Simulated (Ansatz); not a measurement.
Relaxation of a periodic cell of 17 atoms, Na$_{16}$Li (host Na, host structure bcc, interstitial Li), to a largest force component of 0.03 eV/Å in at most 60 steps.

Level of theory: DFT PBE, scalar-relativistic, plane waves, PAW (Ansatz). Settings: cutoff 420 eV, k mesh 2x2x2, gaussian smearing 0.05 eV, no spin polarisation.

```xyz
17
Lattice="8.4600 0.0000 0.0000 0.0000 8.4600 0.0000 0.0000 0.0000 8.4600" Properties=species:S:1:pos:R:3:forces:R:3
Na 0.000 0.000 0.000 -0.07 0.00 -0.05
Na 4.230 0.000 0.000 0.07 0.00 -0.05
Na 0.000 4.230 0.000 1.07 0.01 0.53
Na 0.000 0.000 4.230 -0.04 0.00 0.02
Na 2.115 2.115 2.115 0.00 0.04 -0.02
Na 4.230 4.230 0.000 -0.85 0.01 0.39
Na 4.230 0.000 4.230 0.04 0.00 0.01
Na 6.345 2.115 2.115 0.00 0.09 -0.09
Na 0.000 4.230 4.230 -0.09 0.00 0.09
Na 2.115 6.345 2.115 0.00 -0.04 -0.02
Na 2.115 2.115 6.345 -0.01 0.07 0.05
Na 4.230 4.230 4.230 0.09 0.00 0.09
Na 6.345 6.345 2.115 0.00 -0.09 -0.09
Na 6.345 2.115 6.345 -0.03 -0.95 -0.47
Na 2.115 6.345 6.345 -0.01 -0.07 0.05
Na 6.345 6.345 6.345 -0.02 0.90 -0.44
Li 6.407 4.215 7.417 -0.15 0.04 -0.01
```

**Question.** Where does it end, and by what steps?

**Answer.** The run converged. The force dipped under the threshold on the way, but the program's further checks kept it going. Limits of this set-up: coarse k mesh. After 17 steps the energy has fallen by 1.028 eV; Na3 moved furthest, 0.92 Å. Parted: Na3–Na14, Na3–Na16.

```
step  energy less start (eV)  largest force component (eV/Å)  accepted
   0                  0.0000                           1.069       yes
   1                 -0.6201                           0.623       yes
   2                 -0.8869                           0.188       yes
   3                 -0.9773                           0.028       yes
   4                 -0.9773                           0.029       yes
   5                 -0.9843                           0.020       yes
   6                 -0.9877                           0.016       yes
   7                 -0.9887                           0.010       yes
   8                 -0.9891                           0.013       yes
   9                 -0.9901                           0.020       yes
  10                 -0.9917                           0.025       yes
  11                 -0.9942                           0.033       yes
  12                 -0.9978                           0.040       yes
  13                 -1.0027                           0.046       yes
  14                 -1.0084                           0.050       yes
  15                 -1.0144                           0.050       yes
  16                 -1.0278                           0.022       yes
  17                 -1.0278                           0.022       yes
```

```xyz
17
Lattice="8.4600 0.0000 0.0000 0.0000 8.4600 0.0000 0.0000 0.0000 8.4600" Properties=species:S:1:pos:R:3
Na 0.014 0.149 0.164
Na 4.000 0.095 -0.063
Na 0.622 4.210 0.672
Na -0.170 -0.060 3.862
Na 2.348 2.194 2.493
Na 4.026 4.181 -0.211
Na 4.284 -0.092 4.120
Na 6.242 2.326 1.853
Na -0.314 4.273 4.186
Na 2.343 6.293 2.374
Na 1.684 2.252 6.281
Na 4.485 4.276 4.564
Na 6.268 6.149 1.729
Na 6.280 1.641 6.118
Na 1.704 6.251 6.368
Na 6.345 6.743 6.367
Li 7.005 4.094 7.300
```

Whether the end is a true minimum wasn't checked by a vibrational analysis.

Time of the run: 67 s on 4 threads of Arm Neoverse V1, on a shared host, peak memory 1.4 GiB.
